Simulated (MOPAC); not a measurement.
Input for MOPAC: AM1 on C2H6Si (a complex).

```
AM1 1SCF PRECISE CHARGE=0 THREADS=1
C2H6Si

Si     0.28503007 1    -0.06825027 1     0.05125977 1
H      1.12559523 1     1.00353475 1     0.62741118 1
H     -1.14374990 1     0.22837291 1     0.29482541 1
H      0.63804009 1    -1.36812702 1     0.66242898 1
H      0.52258807 1    -0.13895291 1    -1.41043215 1
C      0.19554055 1    -0.12286014 1     3.74376269 1
C     -0.90862661 1     0.29488111 1     3.54743630 1
H      1.17635576 1    -0.49412491 1     3.91495029 1
H     -1.88851389 1     0.66535037 1     3.36944413 1
```

Output:

```
*******************************************************************************
 **                                                                           **
 **                              MOPAC v23.2.5                                **
 **                                                                           **
 *******************************************************************************
 ** MOPAC's Digital Object Identifier: https://doi.org/10.5281/zenodo.6511958 **
 **                                                                           **
 ** Please cite the open-source release paper for use of this MOPAC version:  **
 ** J. E. Moussa and J. J. P. Stewart (2026)                                  **
 ** MOPAC: An open-source semiempirical molecular orbital program             **
 ** J. Open Source Softw., 11(119), 8025, https://doi.org/10.21105/joss.08025 **
 *******************************************************************************

                              AM1 CALCULATION RESULTS

 *******************************************************************************
 *  AM1        - The AM1 Hamiltonian to be used
 *
 *
 *
 *                 CHARGE ON SYSTEM = 0
 *
 *
 *
 *  PRECISE    - TIGHTER CRITERIA TO BE USED
 *  1SCF       - DO 1 SCF AND THEN STOP
 *  THREADS=1  - MULTI-THREADING NOT USED
 *  T=         - A TIME OF 172800.0 SECONDS REQUESTED
 *  DUMP=N     - RESTART FILE WRITTEN EVERY 7200.0 SECONDS REQUESTED
 *******************************************************************************
AM1 1SCF PRECISE CHARGE=0 THREADS=1
 C2H6Si

   ATOM   CHEMICAL          X               Y               Z
  NUMBER   SYMBOL      (ANGSTROMS)     (ANGSTROMS)     (ANGSTROMS)

     1      Si          0.28503007  *  -0.06825027  *   0.05125977  *
     2       H          1.12559523  *   1.00353475  *   0.62741118  *
     3       H         -1.14374990  *   0.22837291  *   0.29482541  *
     4       H          0.63804009  *  -1.36812702  *   0.66242898  *
     5       H          0.52258807  *  -0.13895291  *  -1.41043215  *
     6       C          0.19554055  *  -0.12286014  *   3.74376269  *
     7       C         -0.90862661  *   0.29488111  *   3.54743630  *
     8       H          1.17635576  *  -0.49412491  *   3.91495029  *
     9       H         -1.88851389  *   0.66535037  *   3.36944413  *



          CARTESIAN COORDINATES

    NO.       ATOM           X           Y           Z

     1        Si          0.2850     -0.0683      0.0513
     2         H          1.1256      1.0035      0.6274
     3         H         -1.1437      0.2284      0.2948
     4         H          0.6380     -1.3681      0.6624
     5         H          0.5226     -0.1390     -1.4104
     6         C          0.1955     -0.1229      3.7438
     7         C         -0.9086      0.2949      3.5474
     8         H          1.1764     -0.4941      3.9150
     9         H         -1.8885      0.6654      3.3694

  H: (AM1): M.J.S. DEWAR ET AL, J. AM. CHEM. SOC. 107 3902-3909 (1985)
  C: (AM1): M.J.S. DEWAR ET AL, J. AM. CHEM. SOC. 107 3902-3909 (1985)
 Si: (AM1): M.J.S.DEWAR, C. JIE, ORGANOMETALLICS, 6, 1486-1490 (1987).

           Empirical Formula: C2 H6 Si  =     9 atoms



      MOLECULAR POINT GROUP   :   C1


      RHF CALCULATION, NO. OF DOUBLY OCCUPIED LEVELS = 9


 -------------------------------------------------------------------------------
 AM1 1SCF PRECISE CHARGE=0 THREADS=1
 C2H6Si



     1SCF WAS SPECIFIED, SO BFGS WAS NOT USED
     SCF FIELD WAS ACHIEVED


                              AM1 CALCULATION
                                                       MOPAC v23.2.5 Linux




          FINAL HEAT OF FORMATION =         59.50104 KCAL/MOL =     248.95235 KJ/MOL


          COSMO AREA              =        128.26 SQUARE ANGSTROMS
          COSMO VOLUME            =        116.68 CUBIC ANGSTROMS

          IONIZATION POTENTIAL    =         11.382447 EV
          HOMO LUMO ENERGIES (EV) =        -11.382  1.651
          NO. OF FILLED LEVELS    =          9
          MOLECULAR WEIGHT        =         58.1549         POINT GROUP:  C1

          MOLECULAR DIMENSIONS (Angstroms)

            Atom       Atom       Distance
            H     9    H     5     5.41364
            H     3    H     8     3.84505
            H     2    H     4     2.40731


          SCF CALCULATIONS        =          1





   ATOM   CHEMICAL          X               Y               Z
  NUMBER   SYMBOL      (ANGSTROMS)     (ANGSTROMS)     (ANGSTROMS)

     1      Si          0.28503007  *  -0.06825027  *   0.05125977  *
     2       H          1.12559523  *   1.00353475  *   0.62741118  *
     3       H         -1.14374990  *   0.22837291  *   0.29482541  *
     4       H          0.63804009  *  -1.36812702  *   0.66242898  *
     5       H          0.52258807  *  -0.13895291  *  -1.41043215  *
     6       C          0.19554055  *  -0.12286014  *   3.74376269  *
     7       C         -0.90862661  *   0.29488111  *   3.54743630  *
     8       H          1.17635576  *  -0.49412491  *   3.91495029  *
     9       H         -1.88851389  *   0.66535037  *   3.36944413  *

                             CARTESIAN COORDINATES

   1   Si        0.285030070    -0.068250270     0.051259770
   2    H        1.125595230     1.003534750     0.627411180
   3    H       -1.143749900     0.228372910     0.294825410
   4    H        0.638040090    -1.368127020     0.662428980
   5    H        0.522588070    -0.138952910    -1.410432150
   6    C        0.195540550    -0.122860140     3.743762690
   7    C       -0.908626610     0.294881110     3.547436300
   8    H        1.176355760    -0.494124910     3.914950290
   9    H       -1.888513890     0.665350370     3.369444130


           Empirical Formula: C2 H6 Si  =     9 atoms



      MOLECULAR POINT GROUP   :   C1


                  EIGENVALUES
 -33.06649 -20.66718 -15.99307 -15.46907 -12.34343 -12.25899 -12.25019 -11.51939
 -11.38245   1.65137   1.65964   1.67360   1.99750   2.00544   2.16377   3.55151
   5.08594   6.68884


              NET ATOMIC CHARGES AND DIPOLE CONTRIBUTIONS

  ATOM NO.   TYPE          CHARGE      No. of ELECS.   s-Pop       p-Pop
    1         Si           0.608302        3.3917     0.87112     2.52058
    2          H          -0.150440        1.1504     1.15044
    3          H          -0.152454        1.1525     1.15245
    4          H          -0.151109        1.1511     1.15111
    5          H          -0.155801        1.1558     1.15580
    6          C          -0.219708        4.2197     1.26106     2.95864
    7          C          -0.219170        4.2192     1.26120     2.95797
    8          H           0.220022        0.7800     0.77998
    9          H           0.220359        0.7796     0.77964
 DIPOLE           X         Y         Z       TOTAL
 POINT-CHG.    -0.003     0.006     0.074     0.074
 HYBRID        -0.006    -0.001     0.003     0.007
 SUM           -0.009     0.005     0.077     0.077


          ATOMIC ORBITAL ELECTRON POPULATIONS

     Atom    s        px        py        pz
    1 Si   0.87112   0.84149   0.84200   0.83709
    2  H   1.15044
    3  H   1.15245
    4  H   1.15111
    5  H   1.15580
    6  C   1.26106   0.96504   0.99488   0.99872
    7  C   1.26120   0.96490   0.99509   0.99798
    8  H   0.77998
    9  H   0.77964

 **********************
 *                    *
 * JOB ENDED NORMALLY *
 *                    *
 **********************




 == MOPAC DONE ==
```

The run finished.

Cost: roughly 0.020 core-seconds.
